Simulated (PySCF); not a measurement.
Se(CCH)2, C₄H₂Se.
InChI=1S/C4H2Se/c1-3-5-4-2/h1-2H

Level of theory: TDDFT B3LYP/def2-SVPD, vertical, gas phase, core orbitals frozen in the response (PySCF 2.14.0, density-fitted response routines). Geometry: PBE0-D3(BJ)/def2-SVP; no solvent, vibrations or thermal averaging. The B3LYP/def2-SVPD calculation is non-relativistic and has no spin–orbit coupling, an omission that weighs most on selenium.

Computed states:

```csv
state,E (eV),f
S1,4.29,0.0000
S2,4.64,0.0007
S3,5.47,0.0019
S4,5.64,0.056
S5,6.09,0.010
S6,6.33,0.0001
S7,6.35,0.0000
S8,6.50,0.0086
S9,6.52,0.060
S10,6.58,0.0066
```

Each state is given a Gaussian of 0.4 eV full width at half maximum, with ε(max) = 2.175×10⁸ f / Δν̃ (Δν̃ the width in cm⁻¹). The width is an assumption, not a result. The curve ends short of the highest state used, and states not computed would add to its high-energy end.

**Question.** What does the envelope look like, and where are its maxima?

**Answer.** 
| E (eV) | ε (L mol⁻¹ cm⁻¹) |
| --- | --- |
| 3.69 | 0 |
| 3.75 | 0 |
| 3.80 | 0 |
| 3.85 | 0 |
| 3.91 | 0 |
| 3.96 | 0 |
| 4.01 | 0 |
| 4.07 | 0 |
| 4.12 | 0 |
| 4.17 | 1 |
| 4.23 | 3 |
| 4.28 | 5 |
| 4.33 | 9 |
| 4.38 | 15 |
| 4.44 | 24 |
| 4.49 | 32 |
| 4.54 | 40 |
| 4.60 | 47 |
| 4.65 | 48 |
| 4.70 | 45 |
| 4.76 | 37 |
| 4.81 | 29 |
| 4.86 | 21 |
| 4.91 | 14 |
| 4.97 | 10 |
| 5.02 | 12 |
| 5.07 | 22 |
| 5.13 | 56 |
| 5.18 | 120 |
| 5.23 | 240 |
| 5.29 | 502 |
| 5.34 | 855 |
| 5.39 | 1348 |
| 5.44 | 1962 |
| 5.50 | 2766 |
| 5.55 | 3363 |
| 5.60 | 3764 |
| 5.66 | 3864 |
| 5.71 | 3614 |
| 5.76 | 3134 |
| 5.82 | 2427 |
| 5.87 | 1875 |
| 5.92 | 1446 |
| 5.98 | 1132 |

Maxima: 267 nm (4.64 eV), ε about 48, made up of S2 (100%); 220 nm (5.64 eV), ε about 3900, made up of S4 (97%) (ε in L mol⁻¹ cm⁻¹; maxima over ε = 5, shares over 10%).

**Question.** On this curve, what absorbance would a 10⁻³ mol/L sample give at 248 nm over a 1 cm path?

**Answer.** 248 nm is 4.999 eV, where ε is about 11 L mol⁻¹ cm⁻¹, so A = ε c l ≈ 0.011 (Beer–Lambert, with the gas-phase spectrum and the assumed width).

**Question.** What would ε be at 5.64 eV, the highest of these maxima, with half the width (0.2 eV)?

**Answer.** About 7590 L mol⁻¹ cm⁻¹ against 3880, a factor of about 1.96; a lone state at its own centre would give exactly 2.

**Question.** Coming from long wavelengths, where does ε first pass 100 L mol⁻¹ cm⁻¹?

**Answer.** At about 240 nm (5.17 eV), 0.87 eV above S1.
